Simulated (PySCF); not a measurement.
Static response to an electric field

CH6Cl2P2Si.
Cartesian coordinates in Å at the GFN2-xTB level; atoms count from 1:
```
atom  x, y, z in Å
P1     2.227    0.408    0.321
Si2   -0.027    0.253    0.401
P3    -1.191    1.015   -1.394
Cl4   -0.634    1.030    2.196
C5    -0.407   -1.630    0.477
Cl6    0.148   -2.340   -1.059
H7     2.303    0.063   -1.017
H8     2.241    1.767    0.042
H9    -0.923    2.351   -1.126
H10   -2.400    1.068   -0.711
H11   -1.467   -1.852    0.568
H12    0.131   -2.133    1.277
```

Level: PBE0/def2-SVPD (PySCF), static field, nuclei fixed, core orbitals frozen in the response. The polarisability tensor in these axes (au):

```
x   125.48  -4.85   5.14
y    -4.85 114.56   4.59
z     5.14   4.59 121.42
```

Q: Diagonalise the tensor; give its mean and Δα, where Δα² is half the sum of the squared differences of the eigenvalues.

A: Principal values 109.44, 122.86 and 129.16 au; mean 120.49 au = 17.85 Å³ = 19.87 × 10⁻⁴⁰ C²·m²/J; Δα = 17.45 au (14 % of the mean).

Q: What is the dipole moment, and where does it point?

A: (-0.46, 0.68, 0.13) D, 0.83 D in size, pointing from the negative to the positive side. Measured along this direction, the outermost atoms are Cl6 at the negative end and H9 at the positive end.

Q: In a dilute gas of rigid molecules at 400 K, how does the orientational term μ²/3kT compare with the electronic polarisability?

A: In Gaussian units μ²/3kT = 4.19 Å³ against 17.85 Å³, a ratio of 0.23; the Debye molar polarisation (4π/3)N_A(α + μ²/3kT) is 55.6 cm³/mol, leaving out the vibrational part.

Q: Find the Langevin capture rate constant for NH4+ (18.034 u) meeting this molecule (177.909 u), k = 2.342 × 10⁻⁹ cm³/s × √(α in Å³ / reduced mass in u).

A: The reduced mass is 16.37 u, so k = 2.45 × 10⁻⁹ cm³/s. The formula leaves out the permanent dipole, which adds to the capture rate.

Q: Form Σ f/ω² (atomic units) for the 8 lowest TDDFT singlets, given as eV and f, and set it beside the mean polarisability, which is this sum over all singlets: 5.95, 0.1356; 6.06, 0.0024; 6.39, 0.0371; 6.51, 0.0021; 6.60, 0.0821; 6.66, 0.0037; 6.73, 0.0994; 6.84, 0.0191.

A: They add up to 6.97 au, 5.8 % of the 120.49 au; the largest single term is 2.83 au, from the state at 5.95 eV. Terms in order: 2.83, 0.05, 0.67, 0.04, 1.40, 0.06, 1.62, 0.30 au. Higher excitations give the rest. The strengths listed sum to 0.381.

Geometry: GFN2-xTB, one conformer, isolated molecule. GFN2-xTB frequencies show an imaginary mode (25i cm⁻¹), so this geometry is no minimum at that level.
